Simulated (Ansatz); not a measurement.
GaN₂H₉⁺, that is Ga(NH3)2H3 with one electron fewer. Charge 1, multiplicity 2. Geometry PBE-D4/def2-SVP, that of the neutral singlet; atoms count from 1.

```csv
atom,x (Å),y (Å),z (Å)
Ga1,0.0000,-0.0001,0.0000
N2,1.9266,0.1221,1.3488
H3,2.0999,-0.7638,1.8402
H4,1.8416,0.8566,2.0627
H5,2.7644,0.3322,0.7916
N6,-1.9266,-0.1221,-1.3488
H7,-2.3656,-1.0499,-1.2966
H8,-1.7075,0.0579,-2.3367
H9,-2.6326,0.5674,-1.0613
H10,0.2127,1.5232,-0.4416
H11,-0.8818,-0.3434,1.2906
H12,0.6689,-1.1801,-0.8489
```

Estimate the Mulliken populations from the PBE0/def2-TZVP orbitals of Ansatz.


```
atom  charge (e)  spin (α − β)
 Ga1        0.35          0.15
  N2       -0.67          0.06
  H3        0.30          0.00
  H4        0.30          0.00
  H5        0.30          0.00
  N6       -0.67          0.06
  H7        0.30          0.00
  H8        0.30          0.00
  H9        0.30          0.00
 H10        0.04          0.20
 H11        0.09          0.34
 H12        0.04          0.20
```
Mulliken values depend strongly on the basis.

Where does the spin sit?

Summed by element: Ga 0.15, N 0.11, H 0.73, of 1 unpaired in all. Largest on single atoms: H11 0.34, H10 0.20, H12 0.20.

And the Mayer bond orders between heavy atoms (over 0.3)?

Ga1–N2 0.36 (2.35 Å); Ga1–N6 0.36 (2.35 Å).
